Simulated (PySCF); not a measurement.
# Radiative rates from a computed spectrum

Species: C₄H₉NOSi.
SMILES: `C(=C)C[SiH2]NC=O`

Computed with TDDFT CAM-B3LYP/def2-SVPD, vertical, gas phase, core orbitals frozen in the response in PySCF 2.14.0, density-fitted response routines. Geometry: GFN2-xTB, one conformer, isolated molecule. Torsions of this conformer, `[CH2:1]=[CH:2][CH2:3][SiH2:4][NH:5][CH:6]=[O:7]`: C1–C2–C3–Si4 -99°, C2–C3–Si4–N5 -58°, C3–Si4–N5–C6 -179°, Si4–N5–C6–O7 0°.

A / s⁻¹ = 0.6670 f (ν̃ / cm⁻¹)² and τ = 1/A in vacuum; |μ| follows from f = (2/3) ΔE |μ|² (atomic units, 1 au = 2.5417 D); ∫σ dE = 109.76 f Mb·eV.

Only emission to the ground state at the vertical energy is counted.

Energies and rates of the computed singlets with f of 0.002 or more:

```
state  E (eV)   A (s⁻¹)
   S2    6.75  5.22×10⁸
   S3    6.98  3.13×10⁸
   S4    7.18  1.49×10⁸
   S5    7.23  6.02×10⁶
   S6    7.29  5.48×10⁷
   S7    7.66  2.64×10⁸
   S8    7.74  3.58×10⁷
```

Problem. Go back from the rates to the oscillator strengths and transition dipoles.

Solution. f = A / (0.6670 ν̃²), and |μ| follows from f:

```csv
state,f,|μ| (D),τ,"main configurations (H = HOMO, L = LUMO)"
S2,0.264,3.21,1.9 ns,H→L (88%)
S3,0.148,2.37,3.2 ns,"H→L+1 (61%), H→L+3 (20%)"
S4,0.067,1.57,6.7 ns,"H-2→L+1 (22%), H-2→L+3 (19%), H-1→L (18%)"
S5,0.0027,0.31,170 ns,"H-2→L (57%), H→L+2 (17%)"
S6,0.024,0.93,18 ns,"H→L+2 (46%), H-2→L+1 (17%), H-2→L (10%)"
S7,0.104,1.89,3.8 ns,"H-1→L (34%), H-1→L+1 (17%), H-2→L+1 (16%)"
S8,0.014,0.68,28 ns,"H→L+3 (44%), H→L+1 (21%), H→L+4 (11%)"
```

Problem. By what factor does the largest A in the list exceed the smallest?

Solution. S2 has 87 times the rate of S5.

Problem. How much energy does a mole of photons resonant with S2 carry?

Solution. 6.754 eV × 96.485 = 652 kJ/mol (156 kcal/mol).

Problem. What is the integrated cross-section of all computed states together?

Solution. Σf = 0.623 over S1 to S8, so 109.76 × Σf ≈ 68.3 Mb·eV.

Time: 85 s wall (with the writing of density and orbital grids); peak memory 0.99 GiB. Hardware: one thread of an Arm Neoverse N1, no GPU, on a shared host.
